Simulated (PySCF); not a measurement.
CH2Cl6Si2, charge -1, doublet, at a GFN2-xTB geometry (a state made from the parent by changing its charge; the spin is typed, not shown lowest).

Here is a job for PySCF.
```python
from pyscf import gto, scf, dft

mol = gto.M(
    atom='''
Cl    3.087990   -0.396772   -1.265694
Si    1.473981    0.293217   -0.194612
Cl    2.179332    0.667664    1.668849
Cl    0.976619    2.069056   -1.021812
C     0.105443   -0.995103   -0.215735
Si   -1.635604   -0.253433    0.203303
Cl   -2.051876    0.257377   -1.987281
Cl   -1.203103   -0.203777    2.439484
Cl   -2.916123   -1.884244    0.276264
H     0.336163   -1.781037    0.505877
H     0.055626   -1.463471   -1.199885
''',
    basis='def2-sv(p)',
    charge=-1,
    spin=1,
    verbose=4,
)

mf = dft.UKS(mol)
mf.xc = 'b3lyp'
mf = mf.density_fit(auxbasis='def2-universal-jkfit')
mf.kernel()
mf.analyze()
```

### Question
Predict the nuclear repulsion energy from PySCF with DF-B3LYP/def2-SV(P).

### Answer
1313.9226 Eh

### Question
Estimate the total energy that DF-B3LYP/def2-SV(P) returns for this input.

### Answer
-3378.8662 Eh

### Question
What is the computed HOMO energy (DF-B3LYP/def2-SV(P))?

### Answer
-0.62 eV

### Question
Predict the <S^2> from DF-B3LYP/def2-SV(P).

### Answer
0.752

### Question
What is the computed number of basis functions (DF-B3LYP/def2-SV(P))?

### Answer
162

These values belong to the state on which the SCF converged, which isn't shown to be the lowest.
